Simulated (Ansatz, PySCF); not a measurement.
C₂H₁₀N₂Si₂, SMILES C/C(=N\[SiH3])[SiH2]N. Atoms are numbered in the order given.

```xyz
16

C      0.5400    -1.0991     1.6860
C     -0.0183    -0.3329     0.5086
N      0.6511     0.1165    -0.4796
Si     2.3400     0.0953    -0.9402
Si    -1.9121    -0.0002     0.4434
N     -2.0871     1.1242    -0.8465
H      0.0143    -2.0639     1.7893
H      0.3464    -0.5395     2.6172
H      1.6201    -1.2871     1.5994
H      2.7716     1.5153    -1.0655
H      2.4147    -0.5620    -2.2749
H      3.2954    -0.6054    -0.0206
H     -2.3689     0.5270     1.7663
H     -2.6015    -1.3224     0.2676
H     -1.2538     1.1851    -1.4317
H     -2.9464     1.2652    -1.3641
```
Charge 0, spin multiplicity 1.

Coordinates come from a B3LYP-D3(BJ)/def2-SVP optimisation. The structure was generated by enumeration; whether it is a known compound was not checked. One conformer was computed; it need not be the lowest.

Two levels are set side by side: PBE-D3(BJ)/def2-SVP (Ansatz, a program for electronic structure) and B3LYP-D3(BJ)/def2-SVP (Ansatz). Each level has its own optimised geometry; the coordinates shown are those of the second. Frequencies come from the Hessian of PySCF at each geometry. Differences are taken from unrounded values.

| quantity | B3LYP-D3(BJ) | PBE-D3(BJ) | PBE-D3(BJ) minus B3LYP-D3(BJ) |
|---|---|---|---|
| mean bond length (Å) | 1.400 | 1.410 | 0.010 |
| bond C1–C2 (Å) | 1.512 | 1.510 | -0.002 |
| bond C2–N3 (Å) | 1.275 | 1.285 | 0.010 |
| bond C2–Si5 (Å) | 1.924 | 1.934 | 0.010 |
| bond N3–Si4 (Å) | 1.751 | 1.763 | 0.013 |
| bond Si5–N6 (Å) | 1.720 | 1.732 | 0.012 |
| bond C1–H7 (Å) | 1.104 | 1.111 | 0.008 |
| bond C1–H8 (Å) | 1.104 | 1.111 | 0.008 |
| bond C1–H9 (Å) | 1.100 | 1.108 | 0.008 |
| bond Si4–H10 (Å) | 1.489 | 1.502 | 0.013 |
| bond Si4–H11 (Å) | 1.490 | 1.503 | 0.013 |
| bond Si4–H12 (Å) | 1.500 | 1.514 | 0.015 |
| bond Si5–H13 (Å) | 1.496 | 1.509 | 0.013 |
| bond Si5–H14 (Å) | 1.501 | 1.516 | 0.015 |
| bond N6–H15 (Å) | 1.020 | 1.031 | 0.011 |
| bond N6–H16 (Å) | 1.013 | 1.021 | 0.008 |
| highest harmonic wavenumber (cm⁻¹) | 3666 | 3581 | -86 |
| mean harmonic wavenumber (cm⁻¹) | 1215 | 1180 | -35 |
| zero-point energy (kcal/mol) | 72.95 | 70.84 | -2.11 |

GGA bonds tend to be longer and softer than those of functionals with exact exchange. Differences between two approximate levels are no errors against the true value.
